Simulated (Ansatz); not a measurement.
`[F][GeH]([Cl])[N]([SiH3])[SiH3]`, charge 0, multiplicity 1.

Problem. Give a relaxed structure at PBE0-D4/def2-TZVP (Ansatz 0.2.0). (An estimate is asked.)

Solution. The calculation gave: 
Z-matrix (Å, degrees):
```
Ge
Cl 1 2.135
N 1 1.810 2 111.4
F 1 1.730 2 106.0 3 -112.7
H 1 1.525 2 109.4 3 129.5
Si 3 1.747 1 120.5 2 -99.9
Si 3 1.739 1 119.1 2 73.6
H 6 1.488 3 105.3 1 172.2
H 6 1.483 3 111.6 1 -69.3
H 6 1.483 3 111.4 1 53.4
H 7 1.485 3 110.6 1 128.2
H 7 1.485 3 111.9 1 -110.3
H 7 1.489 3 106.7 1 9.1
```
This is one stationary point; other conformers may exist.
